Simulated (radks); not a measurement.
The numbers below are computed, except where a source is named.
Task: All-electron atom: Bi11+ in [Kr] 4d10 4f14 5s2 5p5 5d4 6s1 (not the ground configuration). Code: a radial shooting solver on a logarithmic mesh with Libxc functionals. Model: Dirac Kohn-Sham, PBEsol, spin-unpolarised, spherical densities, point nucleus; open shells are shared between the two j in proportion to 2j + 1. Some entries of the table are withheld. Estimate them.

orbital     occ.  eigenvalue (Ry)  <1/r> (bohr^-1)  <r^2> (bohr^2)
1s1/2          2        -6666.100              (1)       0.0003461
2s1/2          2        -1208.952            25.61        0.005186
2p1/2          2        -1162.079            25.54        0.003644
2p3/2          4        -991.6227            20.24        0.004824
3s1/2          2        -302.9510            9.384             (2)
3p1/2          2              (3)            9.291         0.03049
3p3/2          4              (4)            7.903         0.03680
3d3/2          4        -209.0214            7.805         0.02800
3d5/2          6        -200.9229            7.499         0.02971
4s1/2          2        -80.72405            3.994          0.1602
4p1/2          2        -71.52912            3.884          0.1621
4p3/2          4        -62.08692            3.404          0.1927
4d3/2          4        -47.14131            3.212          0.1987
4d5/2          6        -45.37402            3.105          0.2090
4f5/2          6        -25.94492            2.787          0.2227
4f7/2          8        -25.53422            2.747          0.2286
5s1/2          2        -25.41956            1.732          0.7234
5p1/2    1.66667        -22.08554            1.629          0.7991
5p3/2    3.33333        -20.01236            1.470          0.9346
5d3/2        1.6        -15.00789            1.281           1.189
5d5/2        2.4        -14.68055            1.249           1.239
6s1/2          1        -11.47474           0.8715           2.674

Result: 
(1) 1s1/2 <1/r> (bohr^-1): 103.4
(2) 3s1/2 <r^2> (bohr^2): 0.03359
(3) 3p1/2 eigenvalue (Ry): -281.8015
(4) 3p3/2 eigenvalue (Ry): -243.6202
